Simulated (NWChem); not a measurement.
System: CF cation, singlet

NWChem input:

```
start job
memory heap 200 mb stack 900 mb global 1100 mb
charge 1
geometry units angstroms noautosym nocenter noautoz
  C      0.000000     0.000000    -0.697741
  F      0.000000     0.000000     0.471000
end
basis spherical
  * library 6-31g*
end
dft
  xc m06-2x
  iterations 150
end
cosmo
  dielec 2.4
end
task dft energy
```

Parts of the log:

```
             Northwest Computational Chemistry Package (NWChem) 7.3.0
             --------------------------------------------------------

                             Geometry "geometry" -> ""
                             -------------------------

 Output coordinates in angstroms (scale by  1.889725989 to convert to a.u.)

  No.       Tag          Charge          X              Y              Z
 ---- ---------------- ---------- -------------- -------------- --------------
    1 C                    6.0000     0.00000000     0.00000000    -0.69774100
    2 F                    9.0000     0.00000000     0.00000000     0.47100000

 Effective nuclear repulsion energy (a.u.)      24.4498750758

                                 NWChem DFT Module
                                 -----------------

 Summary of "ao basis" -> "ao basis" (spherical)
 ------------------------------------------------------------------------------
       Tag                 Description            Shells   Functions and Types
 ---------------- ------------------------------  ------  ---------------------
 C                           6-31g*                  6       14   3s2p1d
 F                           6-31g*                  6       14   3s2p1d

 in cosmo_initialize ...

 solvent parameters
 solvname_short: unkn
 solvname_long:  unknown
 dielec:        2.4000

          ---------------
          -cosmo- solvent
          ---------------
 Cosmo: York-Karplus, doi: 10.1021/jp992097l
 dielectric constant -eps-     =   2.40
 screen = (eps-1)/(eps    )    =   0.58333
 surface charge correction     = lagrangian

   van der Waals surface
 --------------------------

[...]

                                   COSMO solvation results
                                   -----------------------

                 gas phase energy =      -137.390794751342
                 sol phase energy =      -137.465080657914
 (electrostatic) solvation energy =         0.074285906572 (   46.62 kcal/mol)

                       DFT Final Molecular Orbital Analysis
                       ------------------------------------

 Vector    5  Occ=2.000000D+00  E=-9.265576D-01
              MO Center=  3.0D-12, -3.1D-12,  3.1D-01, r^2= 5.4D-01
   Bfn.  Coefficient  Atom+Function         Bfn.  Coefficient  Atom+Function
  ----- ------------  ---------------      ----- ------------  ---------------
    18      0.465714  2 F  py                17      0.435905  2 F  px
    22      0.279349  2 F  py                21      0.261469  2 F  px
     4      0.169764  1 C  py                 3      0.158898  1 C  px
     8      0.040559  1 C  py                 7      0.037963  1 C  px
    11      0.031183  1 C  d -1              25     -0.029699  2 F  d -1

 Vector    6  Occ=2.000000D+00  E=-9.265576D-01
              MO Center= -6.5D-10,  5.9D-10,  3.1D-01, r^2= 5.4D-01
   Bfn.  Coefficient  Atom+Function         Bfn.  Coefficient  Atom+Function
  ----- ------------  ---------------      ----- ------------  ---------------
    17      0.465714  2 F  px                18     -0.435905  2 F  py
    21      0.279349  2 F  px                22     -0.261469  2 F  py
     3      0.169764  1 C  px                 4     -0.158898  1 C  py
     7      0.040559  1 C  px                 8     -0.037963  1 C  py
    13     -0.031183  1 C  d  1              27      0.029699  2 F  d  1

 Vector    7  Occ=2.000000D+00  E=-7.243630D-01
              MO Center=  2.6D-10, -3.7D-10, -9.2D-01, r^2= 8.2D-01
   Bfn.  Coefficient  Atom+Function         Bfn.  Coefficient  Atom+Function
  ----- ------------  ---------------      ----- ------------  ---------------
     6      0.523054  1 C  s                  2      0.412333  1 C  s
     5     -0.409724  1 C  pz                19      0.253124  2 F  pz
     1     -0.173421  1 C  s                 23      0.117938  2 F  pz
     9     -0.084382  1 C  pz                16     -0.055685  2 F  s
    12     -0.049252  1 C  d  0              20     -0.046217  2 F  s

 Vector    8  Occ=0.000000D+00  E=-2.675720D-01
              MO Center=  1.1D-11, -2.2D-10, -5.7D-01, r^2= 1.0D+00
   Bfn.  Coefficient  Atom+Function         Bfn.  Coefficient  Atom+Function
  ----- ------------  ---------------      ----- ------------  ---------------
     3      0.536835  1 C  px                 4      0.425001  1 C  py
     7      0.350123  1 C  px                 8      0.277185  1 C  py
    17     -0.254052  2 F  px                21     -0.218545  2 F  px
    18     -0.201128  2 F  py                22     -0.173018  2 F  py

 Vector    9  Occ=0.000000D+00  E=-2.675720D-01
              MO Center= -1.9D-10, -7.3D-11, -5.7D-01, r^2= 1.0D+00
   Bfn.  Coefficient  Atom+Function         Bfn.  Coefficient  Atom+Function
  ----- ------------  ---------------      ----- ------------  ---------------
     4      0.536835  1 C  py                 3     -0.425001  1 C  px
     8      0.350123  1 C  py                 7     -0.277185  1 C  px
    18     -0.254052  2 F  py                22     -0.218545  2 F  py
    17      0.201128  2 F  px                21      0.173018  2 F  px

[...]
```

Level: M06-2X/6-31G* (spherical d), COSMO on the gas-phase geometry. Low-valent species are run as closed-shell singlets; no triplet was tried in these runs. Structure relaxed at the B3LYP/6-31G* (spherical d) level. COSMO prints the solvation energy as gas minus solution, so a positive value is a stabilisation.
